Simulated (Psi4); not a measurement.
C2H7O3Sb, singlet, at a GFN2-xTB geometry (core potentials on Sb); PBE/def2-SVP run with Psi4.

Psi4 was given this input:
```
memory 2 GB

molecule {
0 1
  Sb   -0.29850591   -0.00615243    0.52378780
  O    -1.35592899   -1.32971299   -0.39093270
  H    -1.35817575   -1.10378782   -1.32558676
  O     1.41297578   -0.48920904   -0.40711801
  C     2.06830111   -1.68991712   -0.09897428
  H     1.39193599   -2.54697424   -0.14722781
  H     2.85081977   -1.81569573   -0.84900013
  H     2.53095804   -1.65699528    0.89159210
  O    -0.68673074    1.27890937   -0.91997814
  C     0.19749759    2.33873078   -1.18624754
  H     1.22332672    1.98312793   -1.28846502
  H    -0.12552188    2.77651726   -2.13130946
  H     0.15313803    3.10480076   -0.40761914
}

set basis def2-svp

energy('pbe')
print_variables()
```

### Question
What does Psi4 print? Leave out banner, timings and long lists.

### Answer

```
   => Loading Basis Set <=

    Name: DEF2-SVP
    Role: ORBITAL
    Keyword: BASIS

    !!!  WARNING: ECP capability is in beta. Please check occupations closely.  !!!

         ---------------------------------------------------------
                                   SCF
               by Justin Turney, Rob Parrish, Andy Simmonett
                          and Daniel G. A. Smith
                              RKS Reference
         ---------------------------------------------------------

  ==> Geometry <==

    Molecular point group: c1
    Full point group: C1

    Geometry (in Angstrom), charge = 0, multiplicity = 1:

       Center              X                  Y                   Z               Mass
    ------------   -----------------  -----------------  -----------------  -----------------
         SB          -0.237218481074    -0.001907459525     0.448132374180   120.903812000000
         O           -1.294641561074    -1.325468019525    -0.466588125820    15.994914619570
         H           -1.296888321074    -1.099542849525    -1.401242185820     1.007825032230
         O            1.474263208926    -0.484964069525    -0.482773435820    15.994914619570
         C            2.129588538926    -1.685672149525    -0.174629705820    12.000000000000
         H            1.453223418926    -2.542729269525    -0.222883235820     1.007825032230
         H            2.912107198926    -1.811450759525    -0.924655555820     1.007825032230
         H            2.592245468926    -1.652750309525     0.815936674180     1.007825032230
         O           -0.625443311074     1.283154340475    -0.995633565820    15.994914619570
         C            0.258785018926     2.342975750475    -1.261902965820    12.000000000000
         H            1.284614148926     1.987372900475    -1.364120445820     1.007825032230
         H           -0.064234451074     2.780762230475    -2.206964885820     1.007825032230
         H            0.214425458926     3.109045730475    -0.483274565820     1.007825032230

  Running in c1 symmetry.

  Rotational constants: A =      0.08646  B =      0.06031  C =      0.04572 [cm^-1]
  Rotational constants: A =   2591.94536  B =   1808.01312  C =   1370.72988 [MHz]
  Nuclear repulsion =  387.921207428217315

  Charge       = 0
  Multiplicity = 1
  Electrons    = 66
  Nalpha       = 33
  Nbeta        = 33

  ==> Algorithm <==

  SCF Algorithm Type is DF.
  DIIS enabled.
  MOM disabled.
  Fractional occupation disabled.
  Guess Type is SAD.
  Energy threshold   = 1.00e-06
  Density threshold  = 1.00e-06
  Integral threshold = 1.00e-12

  ==> Primary Basis <==

  Basis Set: DEF2-SVP
    Blend: DEF2-SVP
    Number of shells: 61
    Number of basis functions: 131
    Number of Cartesian functions: 138
    Spherical Harmonics?: true
    Max angular momentum: 2

  Core potential: DEF2-SVP
    Number of shells: 4
    Number of ECP primitives: 18
    Number of ECP core electrons: 28
    Max angular momentum: 3

  ==> DFT Potential <==

   => LibXC <=

    Version 7.1.2
    S. Lehtola, C. Steigemann, M. J. T. Oliveira, and M. A. L. Marques,  SoftwareX 7, 1–5 (2018) (10.1016/j.softx.2017.11.002)

   => Composite Functional: PBE <=

    PBE GGA Exchange-Correlation Functional

    J.P. Perdew et. al., Phys. Rev. Lett., 77(18), 3865-3868, 1996

    Deriv               =              1
    GGA                 =           TRUE
    Meta                =          FALSE

    Exchange Hybrid     =          FALSE
    MP2 Hybrid          =          FALSE

   => Exchange Functionals <=

    1.0000     XC_GGA_X_PBE

   => Correlation Functionals <=

    1.0000     XC_GGA_C_PBE

   => LibXC Density Thresholds  <==

    XC_GGA_C_PBE:  1.00E-12
    XC_GGA_X_PBE:  1.00E-15

   => Molecular Quadrature <=

    Radial Scheme          =       TREUTLER
    Pruning Scheme         =           NONE
    Nuclear Scheme         =       TREUTLER

    Blocking Scheme        =         OCTREE
    BS radius alpha        =              1
    Pruning alpha          =              1
    Radial Points          =             75
    Spherical Points       =            302
    Total Points           =         278250
    Total Blocks           =           2099
    Max Points             =            256
    Max Functions          =            128
    Weights Tolerance      =       1.00E-15

   => Loading Basis Set <=

    Name: (DEF2-SVP AUX)
    Role: JKFIT
    Keyword: DF_BASIS_SCF

  ==> Integral Setup <==

  SCF_SUBTYPE=INCORE selected. In-core MEM_DF algorithm will be used.
  Using in-core AOs.

  ==> MemDFJK: Density-Fitted J/K Matrices <==

    J tasked:                   Yes
    K tasked:                    No
    wK tasked:                   No
    Algorithm:                 Core
    Schwarz Cutoff:           1E-12
    Mask sparsity (%):       6.0486
    Fitting Condition:        1E-10

   => Auxiliary Basis Set <=

  Basis Set: (DEF2-SVP AUX)
    Blend: DEF2-UNIVERSAL-JKFIT
    Number of shells: 213
    Number of basis functions: 725
    Number of Cartesian functions: 906
    Spherical Harmonics?: true
    Max angular momentum: 5

  Minimum eigenvalue in the overlap matrix is 1.0692631768E-02.
  Reciprocal condition number of the overlap matrix is 2.0984046506E-03.
    Using symmetric orthogonalization.

  ==> Pre-Iterations <==

  SCF Guess: Superposition of Atomic Densities via on-the-fly atomic UHF (no occupation information).

   -------------------------
    Irrep   Nso     Nmo
   -------------------------
     A        131     131
   -------------------------
    Total     131     131
   -------------------------

  ==> Iterations <==

                           Total Energy        Delta E     RMS |[F,P]|

   @DF-RKS iter SAD:  -543.63112282221437   -5.43631e+02   0.00000e+00
   @DF-RKS iter   1:  -545.08223972174119   -1.45112e+00   9.36575e-03 ADIIS/DIIS
   @DF-RKS iter   2:  -542.04031740428559    3.04192e+00   2.05594e-02 ADIIS/DIIS
   @DF-RKS iter   3:  -545.61784224477549   -3.57752e+00   4.23240e-03 ADIIS/DIIS
   @DF-RKS iter   4:  -545.70764979215960   -8.98075e-02   2.81650e-03 ADIIS/DIIS
   @DF-RKS iter   5:  -545.74711534681853   -3.94656e-02   1.41551e-03 ADIIS/DIIS
   @DF-RKS iter   6:  -545.76190017924762   -1.47848e-02   2.92272e-04 ADIIS/DIIS
   @DF-RKS iter   7:  -545.76261761086107   -7.17432e-04   7.56560e-05 DIIS
   @DF-RKS iter   8:  -545.76263921354428   -2.16027e-05   5.35249e-05 DIIS
   @DF-RKS iter   9:  -545.76265928473958   -2.00712e-05   1.16167e-05 DIIS
   @DF-RKS iter  10:  -545.76266032590365   -1.04116e-06   1.69376e-06 DIIS
   @DF-RKS iter  11:  -545.76266034749790   -2.15942e-08   6.54742e-07 DIIS
  Energy and wave function converged.

  ==> Post-Iterations <==

   Electrons on quadrature grid:
      Ntotal   =   66.0000799946 ; deviation = 7.999e-05

    Orbital Energies [Eh]
    ---------------------

    Doubly Occupied:

[...]
    Virtual:

[...]
    Final Occupation by Irrep:
              A
    DOCC [    33 ]
    NA   [    33 ]
    NB   [    33 ]

  @DF-RKS Final Energy:  -545.76266034749790

   => Energetics <=

    Nuclear Repulsion Energy =            387.9212074282173148
    One-Electron Energy =               -1610.5410408894069860
    Two-Electron Energy =                 735.2030941500340759
    DFT Exchange-Correlation Energy =     -58.3459210363422187
    Empirical Dispersion Energy =           0.0000000000000000
    VV10 Nonlocal Energy =                  0.0000000000000000
    Total Energy =                       -545.7626603474978992

Computation Completed

Properties will be evaluated at   0.000000,   0.000000,   0.000000 [a0]

Properties computed using the SCF density matrix

 Multipole Moments:

 ------------------------------------------------------------------------------------
     Multipole            Electronic (a.u.)      Nuclear  (a.u.)        Total (a.u.)
 ------------------------------------------------------------------------------------

 L = 1.  Multiply by 2.5417464519 to convert [e a0] to [Debye]
 Dipole X            :        -23.0862746           23.4385299            0.3522553
 Dipole Y            :         -0.5928632            0.8549796            0.2621164
 Dipole Z            :         37.5937048          -37.1507243            0.4429805
 Magnitude           :                                                    0.6237151

 ------------------------------------------------------------------------------------

  Variable Map:
  ----------------------------------------------------------------------------
[...]
  Array Variable Map:
  ----------------------------------------------------------------------------
[...]
[...]
```
